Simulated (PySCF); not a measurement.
# Ionising BAs

M06-2X; basis B def2-TZVPPD, As def2-TZVPPD; no relativity; PySCF 2.14. Neutral (UKS): triplet (σ ↑, π ↑), Re = 1.841 Å, ωe = 840 cm⁻¹, De = 2.98 eV, HOMO -7.51 eV, LUMO -3.57 eV.

BAs⁺ (UKS): quartet (σ ↑, π ↑↑), Re = 1.962 Å, ωe = 644 cm⁻¹, De = 2.57 eV to B⁺ + As. The energies at the minima are -2260.58813 hartree for BAs and -2260.26762 for BAs⁺.

Problem. Work out the adiabatic ionisation energy, without and with harmonic zero-point energies (1 hartree = 27.2114 eV, 1 eV = 8065.5 cm⁻¹), and the change of the bond length.

Solution. At M06-2X: 0.32051 hartree = 8.722 eV between the minima; the zero-point term (644.0 − 840.0)/2 cm⁻¹ = -0.012 eV makes it 8.709 eV. Re changes by +12.1 pm against the neutral. The electron leaves a π orbital, and the longer bond of the ion fits a bonding orbital, or a change in how ionic the bond is.

Spin–orbit coupling is left out. For an ion De counts to the pair picked by the measured ionisation energies or electron affinities, which need not be the lowest pair at this level. States were picked by a PBE0 search and need not be the measured ground states.
